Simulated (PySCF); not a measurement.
Ni⁺: ionisation energy

Ni⁺ [Ar] 3d9 (2D) → Ni²⁺ [Ar] 3d8 (3F), as a difference of total energies. Calculation: PySCF 2.14, in aug-cc-pVDZ (7s6p4d2f, 59 functions); the non-relativistic Hamiltonian (point nucleus). Correlated levels: valence: [Ar] frozen. The calculations carry no spin-orbit coupling.

Problem. Order these methods by the ionisation energy they give, lowest first.
A. CCSD (valence)
B. SCS-MP2 (valence)
C. MP2 (valence)
D. CCSD(T) (valence)

Solution. A (17.648 eV), D (17.781 eV), B (18.042 eV), C (18.352 eV).

These non-relativistic numbers lack the scalar-relativistic shift.

The reference lies between the lowest fine-structure levels, while these numbers refer to the centres of the terms.

Errors of the correlated levels include the incompleteness of this basis and the frozen core.

For comparison: 18.169 eV (measured; NIST Atomic Spectra Database, ionization energies).
